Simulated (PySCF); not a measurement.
Job file and geometry (Å, from PBE0-D3(BJ)/def2-SVP) of a spin–spin coupling run on Ge(vinyl)(NCO)3, C$_{5}$H$_{3}$GeN$_{3}$O$_{3}$, PBE/pcJ-1 Ge:pcSseg-1 indirect spin-spin coupling, non-relativistic, gas phase (PySCF 2.14.0, density-fitted response routines); density fitting, a coarse starting grid and PySCF grid level 2 are the driver's defaults:

```
$ OMP_NUM_THREADS=2 python probes_run.py task.json out

{"job": {"kind": "j", "xc": "PBE", "basis": "pcJ-1"}, "charge": 0, "multiplicity": 1}
Ge    -0.203775     0.053933    -0.108400
C     -0.242390    -0.126633     1.790059
C      0.874306    -0.350679     2.486142
H     -1.210711    -0.039715     2.294634
H      1.849985    -0.435105     1.995826
H      0.857963    -0.454491     3.576051
N      1.511416     0.017534    -0.674374
C      2.384871     0.374628    -1.422543
O      3.271768     0.677214    -2.114531
N     -0.982321     1.595142    -0.633293
C     -1.379303     2.341991    -1.490111
O     -1.780259     3.105577    -2.272938
N     -1.055985    -1.262181    -1.003080
C     -1.666952    -2.291324    -1.110800
O     -2.261384    -3.282000    -1.268631
```

**Question.** Write the output of this run.

**Answer.** 
```
coarse grid: 71632 points
cycle   1  E = -2657.7659333496  dE =  1.615e+00  |g| = 1.803e+00  |ddm| = 4.274e+00
cycle   2  E = -2654.7991961231  dE =  2.967e+00  |g| = 4.277e+00  |ddm| = 3.569e+00
cycle   3  E = -2657.6281719719  dE = -2.829e+00  |g| = 1.655e+00  |ddm| = 3.272e+00
cycle   4  E = -2658.1779451768  dE = -5.498e-01  |g| = 3.908e-01  |ddm| = 1.119e+00
cycle   5  E = -2658.1993511463  dE = -2.141e-02  |g| = 2.325e-01  |ddm| = 3.169e-01
cycle   6  E = -2658.2083816471  dE = -9.031e-03  |g| = 4.370e-02  |ddm| = 1.643e-01
cycle   7  E = -2658.2087527854  dE = -3.711e-04  |g| = 2.425e-02  |ddm| = 4.841e-02
cycle   8  E = -2658.2088988947  dE = -1.461e-04  |g| = 5.888e-03  |ddm| = 1.903e-02
cycle   9  E = -2658.2089039286  dE = -5.034e-06  |g| = 3.472e-03  |ddm| = 5.573e-03
cycle  10  E = -2658.2089061930  dE = -2.264e-06  |g| = 1.043e-03  |ddm| = 2.513e-03
final grid: 151800 points
cycle  11  E = -2658.2089285119  dE =  1.866e-06  |g| = 3.230e-03  |ddm| = 3.095e-03
cycle  12  E = -2658.2089069852  dE =  2.153e-05  |g| = 1.080e-02  |ddm| = 8.066e-03
cycle  13  E = -2658.2089305680  dE = -2.358e-05  |g| = 6.399e-04  |ddm| = 6.224e-03
cycle  14  E = -2658.2089306557  dE = -8.772e-08  |g| = 1.372e-04  |ddm| = 4.477e-04
cycle  15  E = -2658.2089306593  dE = -3.591e-09  |g| = 5.115e-05  |ddm| = 1.083e-04
cycle  16  E = -2658.2089306599  dE = -5.416e-10  |g| = 1.479e-05  |ddm| = 3.881e-05
converged SCF energy = -2658.2089306599

Indirect spin-spin couplings (Hz)
  i      j    bonds     total        FC       PSO       DSO        SD
  1 C    3 H    1    159.882   158.566     0.093     1.223         -
  1 C    4 H    2     -0.305     1.183    -1.306    -0.182         -
  1 C    5 H    2      1.080     2.627    -1.256    -0.292         -
  2 C    3 H    2     -3.037    -1.320    -1.362    -0.355         -
  2 C    4 H    1    157.513   156.777    -0.026     0.762         -
  2 C    5 H    1    156.391   155.714     0.042     0.635         -
  3 H    4 H    3     20.070    20.262     2.506    -2.699         -
  3 H    5 H    3     13.386    13.471     0.149    -0.234         -
  3 H    6 N    3     -4.325    -4.484    -0.083     0.242         -
  3 H    7 C    4      2.168     2.284     0.300    -0.416         -
  3 H    9 N    3      0.639     0.616     0.041    -0.017         -
  3 H   10 C    4     -0.215    -0.222     0.172    -0.165         -
  3 H   12 N    3      0.171     0.133    -0.013     0.051         -
  4 H    5 H    2      2.478     1.960     3.452    -2.934         -
  4 H    7 C    5      0.214     0.177    -0.149     0.186         -
  4 H    9 N    4     -0.224    -0.330    -0.028     0.134         -
  4 H   10 C    5      0.167     0.261     0.159    -0.253         -
  4 H   12 N    4     -0.159    -0.241    -0.029     0.112         -
  5 H    9 N    4     -1.869    -1.915    -0.066     0.111         -
  5 H   10 C    5      0.966     1.018     0.180    -0.232         -
  5 H   12 N    4     -0.983    -1.024    -0.082     0.122         -
  5 H   13 C    5      0.162     0.207     0.102    -0.147         -
```

Size and cost of the density-fitted run: 368 basis functions; peak memory 2.5 GiB.
